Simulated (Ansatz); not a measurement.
Stepwise reaction of `FB(F)[SiH3]` with water, as a gas-phase model of exchange steps in deposition or etching. ΔE in kJ/mol.

Calculated with Ansatz (gas phase, PBE0-D4/def2-TZVP geometries, no zero-point term in ΔE). CBS: MP2 limit from def2 TZ/QZ plus the TZ coupled-cluster correction, frozen cores. This one scheme is used for every species. Functionals use def2-TZVPP. B3LYP here is the variant with VWN-RPA as its local correlation; programs differ in this. Each species was taken in one conformer, which may not be the lowest.

```
step                                   reaction  PBE-D4  B3LYP-D4  ωB97M-V  CCSD(T)/CBS
   2  `OB(F)[SiH3]` + H₂O → `OB(O)[SiH3]` + H–F    24.5      25.8     26.8         24.0
```

**Question.** Give the row of step 1, `FB(F)[SiH3]` + H₂O → `OB(F)[SiH3]` + H–F. (Best estimate.)

**Answer.** Ansatz gave: 
| step | reaction | PBE-D4 | B3LYP-D4 | ωB97M-V | CCSD(T)/CBS |
| --- | --- | --- | --- | --- | --- |
| 1 | `FB(F)[SiH3]` + H₂O → `OB(F)[SiH3]` + H–F | 8.9 | 12.7 | 12.6 | 11.0 |

**Question.** By hand: ΔE of the 2 steps together at CCSD(T)/CBS.

**Answer.** (11.0) + (24.0) = 35.0 kJ/mol, or 17.5 kJ/mol a step.

In ΔE each step is higher than the one before. All are uphill at CCSD(T)/CBS. PBE-D4 differs from CCSD(T)/CBS by -2.1 to 0.5 kJ/mol a step. Isolated molecules leave out the surface, adducts and barriers. Largest T1 diagnostic: 0.014.
